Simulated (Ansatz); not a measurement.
Isolated molecules relaxed with PBE0-D4/def2-TZVP in Ansatz; ΔE leaves out vibrations. CCSD(T)/CBS is the MP2 limit (def2-TZVPP, def2-QZVPP) plus CCSD(T) − MP2 in def2-TZVPP, frozen cores. This one scheme is used for every species. DFT in def2-TZVPP. One conformer a species, not always the lowest.

Consider the ligand exchange at the Si–C bond: `CO[Si]C` + HCl → `CO[Si]Cl` + CH₄.

CCSD(T)/CBS gives -164.2 kJ/mol.

Q: Another level gave -166.5 kJ/mol. Which?
A. RPA@PBE/def2-TZVPP
B. BHLYP-D4/def2-TZVPP
C. LC-ωPBE/def2-TZVPP
D. PBE0-D4/def2-TZVPP

A: D. PBE0-D4 -166.5, BHLYP-D4 -172.2, RPA@PBE/def2-TZVPP -156.2, LC-ωPBE -162.1 kJ/mol.

Q: What do rigid-rotor, harmonic-oscillator terms from PBE0-D4/def2-TZVP frequencies (298.15 K, 1 bar) make of the CCSD(T)/CBS value? (Estimate.)

A: Ansatz gave: ΔZPE = +10.5 kJ/mol, ΔH = -154.5 kJ/mol, ΔS = -9 J/(mol·K), ΔG = -152.0 kJ/mol.

Largest T1 diagnostic among the species: 0.014.

At CCSD(T), def2-SVP lies +3.1 kJ/mol from the extrapolated value and def2-TZVPP +3.6 kJ/mol. Leaving LDA and LC-ωPBE aside and taking each functional with its dispersion term where it has one, the values, not all of them listed here, spread over 7.1 kJ/mol, from BHLYP-D4 to revPBE-D4. LDA lies +5.6 kJ/mol from PBE without D4.
